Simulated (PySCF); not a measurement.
CH5NbO3, SMILES [CH3][Nb](=[O])([OH])[OH], multiplicity 1. The structure is a stationary point at B3LYP-D3(BJ)/def2-SVP. The spin state was assumed, not searched. The structure was generated by enumeration; whether it is a known compound was not checked. The def2 effective core potentials stand for the cores of Nb; spin–orbit coupling is left out. Other conformers were not sampled.

The numbers are results of B3LYP-D3(BJ)/def2-SVP (PySCF), not measurements.

Harmonic wavenumbers (cm⁻¹): 134, 162, 168, 186, 208, 219, 369, 390, 486, 496, 548, 565, 616, 724, 754, 1020, 1183, 1404, 1408, 3008, 3107, 3108, 3879, 3883. Rotational constants (GHz): 3.132, 3.097, 2.695; symmetry number 1.

Work out the zero-point energy and the ideal-gas rigid-rotor harmonic-oscillator thermochemistry at 298.15 K and 1 atm.

ZPE = ½ Σ hcν = ½ × 28024 cm⁻¹ = 40.06 kcal/mol. H − E(el) = 45.87 kcal/mol. Entropy in cal/(mol K): translation 41.08, rotation 26.91, vibration 19.79, total 87.78. G − E(el) = 19.70 kcal/mol. Cp = 30.25 cal/(mol K). Modes under 150 cm⁻¹ make the vibrational entropy uncertain.
